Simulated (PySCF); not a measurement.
**Relaxation of quintet RuH₃⁺**

Level of theory: UPBE0 in PySCF with Ru def2-TZVP with ECP28, H def2-TZVP; scalar-relativistic core potentials, no spin–orbit coupling; density-fitted integrals. A (50,194) grid was used.

A hand-made T-shaped start, of C2v symmetry, held to at least that symmetry:

```xyz
4
charge 1 multiplicity 5, angstrom
Ru    0.0000    0.0000   -0.0158
H     0.0000    0.0000    1.5228
H     1.5377    0.0000    0.0379
H    -1.5377    0.0000    0.0379
```

Q: What forces act on the atoms at the start (eV/Å)?

A: 
```tsv
atom	Fx	Fy	Fz
Ru1	0.00	0.00	-2.27
H2	0.00	0.00	0.38
H3	2.73	0.00	0.95
H4	-2.73	0.00	0.95
```

Q: What does it relax to?

A: It ends at C2v with Ru–H 1.571 Å, Ru–H 1.663 Å (×2); H–Ru–H 66.5° (×2), H–Ru–H 132.9° (after a last refinement on a finer grid). A frequency run shows 1 imaginary mode, down to 412i cm⁻¹, so it is a saddle point.

Q: How much energy is released, and in how many steps?

A: 113.5 kJ/mol in 9 steps.

With open d or f shells other occupations or spin states may lie lower. At this level a triplet minimum of Cs symmetry lies 203 kJ/mol below this structure.

The relaxation took 26 s on 2 threads of a shared Intel Xeon @ 2.70GHz host, with 58 basis functions and 10 gradients; the process peaked at 0.46 GiB. Launch command: `OMP_NUM_THREADS=2 python axn.py task.json out`.
